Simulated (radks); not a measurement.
Problem. Ionisation of neutral gadolinium, [Xe] 4f7 5d1 6s2, to [Xe] 4f7 5d1 6s1 as the strength of local exchange is varied. Calculated with a radial shooting solver on a logarithmic mesh with Libxc functionals: non-relativistic Kohn-Sham, Slater X-alpha exchange (alpha = 2/3 is LDA exchange), no correlation, spin-polarised, spherical densities, point nucleus; open shells are filled with parallel spins first (spin-orbit coupling, left out, can overturn this in heavy ions); relativity is left out, which matters for an element this heavy.

| alpha | E(Gd) (hartree) | exchange (hartree) | IE (eV) | -e of the level emptied (eV) | <r> of it (bohr) |
|---|---|---|---|---|---|
| 0.551 | -10771.5265 | -186.3031 | 4.284 | 2.317 (6s) | 4.665 |
| 0.667 | -10810.8237 | -226.3922 | 4.680 | 2.737 (6s) | 4.530 |
| 0.708 | -10824.7493 | -240.6325 | 4.827 | 2.894 (6s) | 4.483 |
| 0.807 | -10858.4517 | -275.1699 | 5.196 | 3.294 (6s) | 4.370 |
| 0.862 | -10877.2223 | -294.4500 | 5.410 | 3.528 (6s) | 4.309 |
| ? | -10812.8605 | -228.4738 | 4.701 | 2.759 (6s) | 4.523 |

Which alpha was used in the last row?

Solution. alpha = 0.673. NIST Atomic Spectra Database: 6.150 eV (measured). The central value is not met in this range of alpha. Relativity is left out here, which matters for elements this heavy. Open shells are spherical and high-spin; term and fine-structure splittings are not resolved.
